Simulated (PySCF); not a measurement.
C2H6N2Si. Atoms are numbered in the order given.

```xyz
11

C      2.5879    -0.3006     0.0947
C      1.3804    -0.1325     0.1826
Si    -0.4527     0.0640     0.3400
N     -1.4193    -1.2325    -0.2522
N     -0.8050     1.4577    -0.6072
H      3.6505    -0.4483     0.0161
H     -0.7462     0.1001     1.8063
H     -1.3460    -1.5088    -1.2273
H     -1.5965    -2.0363     0.3420
H     -0.1126     2.1933    -0.7018
H     -1.7503     1.8261    -0.6439
```

The structure is a stationary point at r2SCAN-D4/def2-SVP. This is a generated structure with no PubChem entry under its InChIKey; it may be hypothetical. The values are those of a single conformer.

These are HF/pcSseg-1 (PySCF) values and carry that method's errors.

GIAO shieldings, no solvent; atoms listed in one row are averaged. δ = σ(ref) − σ: ¹³C against TMS (σ = 192.6 ppm); ²⁹Si against TMS (σ = 393.8 ppm); ¹⁵N against NH3 (σ = 267.3 ppm); ¹H against TMS (σ = 31.99 ppm), references at their B3LYP-D3(BJ)/def2-TZVP geometries, non-relativistic.

```csv
nucleus,atoms,count,δ (ppm)
¹³C,C1,1,105.4
¹³C,C2,1,93.6
²⁹Si,Si3,1,-50.6
¹⁵N,N4,1,21.2
¹⁵N,N5,1,17.1
¹H,H7,1,4.54
¹H,H6,1,2.84
¹H,H8,1,1.18
¹H,H9,1,1.06
¹H,H10,1,1.02
¹H,H11,1,0.97
```
